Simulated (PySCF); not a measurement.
Excitations are Tamm–Dancoff values on a coarser integration grid. The basis has no diffuse functions, so Rydberg states are missing or too high.

# [In(H)3(NH3)] (charge 0, multiplicity 1)

Calculation: PySCF with PBE-D3(BJ)/def2-TZVP // PBE0-D4/def2-SVP.

The HOMO is -6.11 eV. The dipole moment is 4.82 D and the HOMO–LUMO gap is 4.81 eV. The LUMO comes out as -1.30 eV. The S1 excitation (TDA) comes out as 4.87 eV and the S1 oscillator strength is 0.002. The T1 excitation (TDA) is 4.70 eV and the S1–T1 gap (TDA) comes out as 0.17 eV. The charge on the central atom (Mulliken) is 0.29 e and the total energy is -6759.93 eV. The cost is about 5 core-minutes (a rough figure).

Bond lengths (Å): In1–H2 1.743, In1–H3 1.743, In1–H4 1.744, In1–N5 2.399, N5–H6 1.019, N5–H7 1.019, N5–H8 1.019. Angles (°): H2–In1–H3 118.8, H2–In1–H4 118.8, H2–In1–N5 96.3, H3–In1–H4 118.8, H3–In1–N5 96.3, H4–In1–N5 96.3, In1–N5–H6 111.3, In1–N5–H7 111.3, In1–N5–H8 111.4, H6–N5–H7 107.5, H6–N5–H8 107.5, H7–N5–H8 107.5.
